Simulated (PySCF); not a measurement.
Te(SH)(SeH) (H2SSeTe), SMILES [Te](S)[SeH]. Atoms are numbered in the order given.

```xyz
5

Te    -0.5113    -0.1683     0.6611
S     -2.0253    -0.0701    -1.2158
H     -2.2412     1.2651    -1.1806
Se     1.7498     0.2039    -0.3960
H      1.7406     1.6742    -0.2791
```
Charge 0, spin multiplicity 1.

Geometry optimised at PBE0-D3(BJ)/def2-SVP. The def2 effective core potentials stand for the cores of Te; spin–orbit coupling is left out. Other conformers were not sampled.

Method: ωB97X/def2-TZVPD (PySCF).

Mulliken values depend strongly on the basis, most of all with diffuse functions as here. ESP charges are fitted to the potential on shells at 1.4 to 2.0 van der Waals radii. Atomic charges (e):

| atom | ESP fit | Mulliken |
|---|---|---|
| Te1 | ? | 0.27 |
| S2 | -0.20 | -0.38 |
| H3 | 0.14 | 0.20 |
| Se4 | ? | -0.22 |
| H5 | ? | 0.14 |

### Question
Fill in the missing entries. (An estimate is asked for; the answer gives what the named calculation found.)

### Answer

- Te1, ESP fit: 0.09
- Se4, ESP fit: -0.13
- H5, ESP fit: 0.10
